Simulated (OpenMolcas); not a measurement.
Ni3+ (d7) among equal point charges was computed by CASSCF with the d shell active (OpenMolcas, ANO-RCC-VTZP on the metal). Its lowest spin-free states, and all those of the highest spin:

| 2S+1 | Degeneracy | E (cm-1) |
| --- | --- | --- |
| 4 | 1 | 0.0 |
| 4 | 3 | 947.4 |
| 4 | 3 | 1699 |
| 4 | 3 | 22616 |
| 2 | 2 | 22702 |
| 2 | 1 | 22724 |
| 2 | 3 | 22730 |
| 2 | 3 | 22985 |
| 2 | 3 | 29463 |
| 2 | 3 | 29813 |
| 2 | 2 | 30228 |
| 2 | 3 | 30249 |

Q: Is the site octahedral, tetrahedral or cube-like, axial, or of lower symmetry?

A: The states with 2S+1 = 4 have orbital degeneracies 1, 3, 3, 3. Threefold states need a cubic site. For d7 at this spin an octahedron puts the threefold T1 below the threefold T2 and a tetrahedron or cube puts the single A2 below the threefold T2, so the site is a tetrahedron or a cube, which this pattern cannot tell apart. The first gap at this spin, 947 cm-1, is |10Dq| in ligand-field theory. The run had Ni3+ among 4 point charges of -2 e arranged as a tetrahedron (Td), 1.99 Å from the ion.

Spin-orbit coupling mixes the spin-free states strongly: the lowest level takes only 68 % from its leading state, 4A2. Without dynamic correlation the repulsion within the d shell is too large (B by tens of per cent), so at a given field states of lower spin stand too high. The ground term spreads over less than 5000 cm-1, several times less than with real ligands, so orbital moments are less quenched and χT lies further from the spin-only value than at real sites. This is an electrostatic model: the charges have no orbitals. No measured value stands beside these numbers.
